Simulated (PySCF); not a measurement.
Compound: C₂H₁₁GeNSi.
Structure used (PBE0-D3(BJ)/def2-SVP), in Å, numbered top down from 1:
```xyz
16
C2H11GeNSi angstrom
C     -1.842   -1.075   -0.643
N     -0.547   -0.452   -0.524
C     -0.390    0.726   -1.338
Si     0.467   -0.773    0.852
Ge     2.742   -0.290    0.328
H     -2.669   -0.430   -0.278
H     -2.061   -1.319   -1.699
H     -1.877   -2.015   -0.074
H     -1.082    1.545   -1.053
H      0.634    1.123   -1.267
H     -0.579    0.494   -2.403
H      0.321   -2.224    1.183
H      0.116   -0.010    2.103
H      3.660   -0.790    1.460
H      3.165   -0.987   -0.980
H      2.994    1.222    0.159
```

Computed, not measured: PBE0-D3(BJ)/def2-SVP geometry optimisation, gas phase (PySCF).

Masses are those of the commonest isotopes; rigid-rotor values at the optimised geometry. The values belong to one conformer with, in the numbering `[CH3:1][N:2]([CH3:3])[SiH2:4][GeH3:5]`, C1–N2–Si4–Ge5 158°.

**Question.** What are A, B and C (MHz)?

**Answer.** Ia = 95.72, Ib = 475.47, Ic = 537.77 u·Å²; 505379 MHz·u·Å²/I gives A = 5280, B = 1063, C = 939.8 MHz.

**Question.** What kind of rotor is it?

**Answer.** A near-prolate asymmetric top; Ray's κ = -0.943.

**Question.** What does the inertial defect say?

**Answer.** Not planar: Δ = Ic − Ia − Ib = -33.42 u·Å². For a rigid frame Δ = −2 Σ m c², so Σ m c² = 16.71 u·Å² lies off the ab plane: 10.69 from hydrogen and 6.02 from heavier atoms. The atom farthest from that plane is 1.70 Å away.

**Question.** Give the other two planar moments, Paa and Pbb, and the rms extents of the mass along the axes.

**Answer.** Paa = Σ m a² = (Ib + Ic − Ia)/2 = 458.76 and Pbb = Σ m b² = (Ia + Ic − Ib)/2 = 79.01 u·Å². With the mass M = 150.99 u, the rms extents √(P/M) along a, b and c are 1.74, 0.72, 0.33 Å.

**Question.** Which lines would a microwave search look for?

**Answer.** The dipole components are |μa| = 1.14 D, |μb| = 0.46 D, |μc| = 0.01 D. The squared components, which scale the intensities, stand as 1.00 : 0.16 : 0.00 (a : b : c). Some lines, for components of 0.1 D or more:

```json
{"type": "b", "branch": "Q", "J(Ka,Kc)": "4(1,3) ← 4(0,4)", "MHz": "4927", "lower level (cm⁻¹)": "0.667"}
{"type": "a", "branch": "R", "J(Ka,Kc)": "3(2,1) ← 2(2,0)", "MHz": "6019", "lower level (cm⁻¹)": "0.771"}
{"type": "b", "branch": "R", "J(Ka,Kc)": "1(1,1) ← 0(0,0)", "MHz": "6219", "lower level (cm⁻¹)": "0.000"}
{"type": "a", "branch": "R", "J(Ka,Kc)": "4(3,2) ← 3(3,1)", "MHz": "8016", "lower level (cm⁻¹)": "1.685"}
{"type": "b", "branch": "R", "J(Ka,Kc)": "4(1,4) ← 3(0,3)", "MHz": "11680", "lower level (cm⁻¹)": "0.400"}
{"type": "b", "branch": "Q", "J(Ka,Kc)": "3(2,1) ← 3(1,2)", "MHz": "12480", "lower level (cm⁻¹)": "0.556"}
{"type": "b", "branch": "R", "J(Ka,Kc)": "2(2,1) ← 1(1,0)", "MHz": "16779", "lower level (cm⁻¹)": "0.212"}
{"type": "b", "branch": "Q", "J(Ka,Kc)": "4(3,1) ← 4(2,2)", "MHz": "21361", "lower level (cm⁻¹)": "1.240"}
{"type": "b", "branch": "Q", "J(Ka,Kc)": "3(3,0) ← 3(2,1)", "MHz": "21380", "lower level (cm⁻¹)": "0.972"}
{"type": "b", "branch": "Q", "J(Ka,Kc)": "3(3,1) ← 3(2,2)", "MHz": "21393", "lower level (cm⁻¹)": "0.972"}
{"type": "b", "branch": "Q", "J(Ka,Kc)": "4(3,2) ← 4(2,3)", "MHz": "21400", "lower level (cm⁻¹)": "1.239"}
{"type": "b", "branch": "Q", "J(Ka,Kc)": "4(4,1) ← 4(3,2)", "MHz": "29943", "lower level (cm⁻¹)": "1.953"}
```

**Question.** Estimate the classical rotational partition function at 200 K, 298.15 K and 500 K.

**Answer.** Point group C1, symmetry number σ = 1; q = (√π/σ)·√((kT/h)³/(ABC)), k/h = 20836.6 MHz/K: 208000 at 200 K, 378000 at 298.15 K, 821000 at 500 K.

No PBE0-D3(BJ)/def2-SVP frequencies stand behind this structure, so it isn't proved a minimum. Zero-point vibration and centrifugal distortion are left out. A rigid rotor knows nothing of internal rotation, which can split or shift real lines. Quadrupole hyperfine structure (14N) is left out.
